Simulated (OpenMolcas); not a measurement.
# W³⁺: effect of the active space

```json
{
 "Program": "OpenMolcas",
 "Method": "CASSCF or its RAS form",
 "Basis": "ANO-RCC-VTZP",
 "Scalar Hamiltonian": "DKH2, point nucleus",
 "Spin-orbit coupling": "RASSI with atomic mean-field integrals over the reference wave functions, term energies averaged over their components"
}
```

A. 3 electrons in 5 orbitals (5d); 2S+1 = 4 even, 10 roots; 2S+1 = 2 even, 40 roots; cost about 14 core-seconds
B. 9 electrons in 8 orbitals (RAS1 5p, at most 2 holes; RAS2 5d); 2S+1 = 4 even, 10 roots; 2S+1 = 2 even, 40 roots; cost about 27 core-seconds
C. 3 electrons in 9 orbitals (RAS2 5d 6s; RAS3 6p, at most 2 electrons); 2S+1 = 4 even, 20 roots; 2S+1 = 2 even, 70 roots kept (CI in the orbitals of an earlier block); 2S+1 = 4 odd, 45 roots; 2S+1 = 2 odd, 90 roots kept (CI in the orbitals of an earlier block, 80 in the spin-orbit step); cost about 2.3 core-minutes
D. 3 electrons in 10 orbitals (5d 6d); 2S+1 = 4 even, 10 roots; 2S+1 = 2 even, 40 roots; cost about 20 core-seconds

Energies in cm⁻¹ above 5d³ ⁴F_3/2, the measured ground level; measured values from the list in J. Phys. B 45, 035001 (2012).

```json
{"Level": "5d³ ⁴F_3/2", "A": "0.0", "B": "0.0", "C": "0.0", "D": "0.0", "Measured": "0.0"}
{"Level": "5d³ ⁴F_5/2", "A": "3358", "B": "3638", "C": "3552", "D": "3392", "Measured": "3537"}
{"Level": "5d³ ⁴F_7/2", "A": "6719", "B": "7169", "C": "6982", "D": "6766", "Measured": "6745"}
{"Level": "5d³ ⁴F_9/2", "A": "9659", "B": "10192", "C": "9892", "D": "9717", "Measured": "9256"}
{"Level": "5d³ ⁴P_1/2 [62 %]", "A": "14813", "B": "14425", "C": "14038", "D": "14677", "Measured": "11773"}
{"Level": "5d³ ²G_7/2", "A": "17910", "B": "18367", "C": "17679", "D": "17719", "Measured": "15261"}
{"Level": "5d³ ²H_9/2 [51 %]", "A": "18504", "B": "19301", "C": "18718", "D": "18289", "Measured": ""}
{"Level": "5d³ ⁴P_5/2", "A": "19466", "B": "19370", "C": "19569", "D": "19469", "Measured": "17190"}
{"Level": "5d³ ²P_1/2 [62 %]", "A": "23570", "B": "23124", "C": "21156", "D": "23421", "Measured": "18365"}
{"Level": "5d³ ²H_11/2", "A": "25079", "B": "26339", "C": "25690", "D": "24969", "Measured": "22223"}
{"Level": "5d³ ²D_5/2(1)", "A": "27555", "B": "27180", "C": "26208", "D": "27374", "Measured": "22766"}
{"Level": "5d³ ²P_3/2 [51 %]", "A": "30914", "B": "30519", "C": "28526", "D": "30751", "Measured": ""}
{"Level": "5d³ ²F_7/2", "A": "34928", "B": "35069", "C": "33492", "D": "34655", "Measured": "28412"}
{"Level": "5d³ ²F_5/2", "A": "35075", "B": "35089", "C": "33057", "D": "34791", "Measured": "27938"}
{"Level": "5d³ ²D_5/2(2) [62 %]", "A": "52519", "B": "51023", "C": "50866", "D": "51855", "Measured": "43287"}
{"Level": "5d³ ²D_3/2(2)", "A": "52799", "B": "51355", "C": "52312", "D": "51973", "Measured": ""}
```

Deviations, from unrounded energies. A percentage is the sum of absolute deviations over the sum of measured energies, with the sign that they share, or ± where signs differ.

```tsv
Against measurement	Levels	A	B	C	D
mean absolute deviation (cm-1)	12	3700	3700	3000	3500
fine structure of the ground term (%)	3	±3.1	+7.5	+4.5	±3.2
other terms of the ground configuration (%)	9	+21.1	+20.6	+16.7	+20.1
```

C lies closest to measurement on these levels and A furthest from it. The largest miss of C in the table is 5d³ ²D_5/2(2) [62 %], by +7600 cm-1. The ranking rests on the paired levels alone, and a cruder setting can come out closer through cancelling errors.

Among A to D the level of the table that moves most is 5d³ ²P_1/2 [62 %], by 2400 cm-1 (lowest in C, highest in A).

Without dynamic correlation excited terms often stand tens of per cent too high (terms of higher spin than the ground term too low), and those without a measured partner can miss by more than the paired ones. Some levels mix across a computed gap that differs much from the measured one, so their mixing is not that of the real levels (holds for A; B; D). Active for correlation alone: 5p; no level in the range computed is led by a configuration that opens it, so any true level of that kind is missing (holds for B). Some high roots are left out of the spin-orbit mixing, which shifts the levels that they would mix with (holds for C). Terms from blocks run as CI alone lack orbitals of their own (holds for C). Active for correlation alone: 6d; no level in the range computed is led by a configuration that fills it, so any true level of that kind is missing (holds for D). Computed and measured levels are paired by configuration, term and J; levels that our copy of the source lacks, or whose pairing is in doubt (as where it misses far off the trend of its configuration), stay unpaired and out of the deviations. Levels of configurations outside the active space are missing. The table leaves out levels that lie high or whose names do not pair safely across all columns.

A share in square brackets marks a mixed level and gives the weight of the term that names it, the lowest over the columns. A number in round brackets counts repeated terms of one configuration in the order of the reference energies.
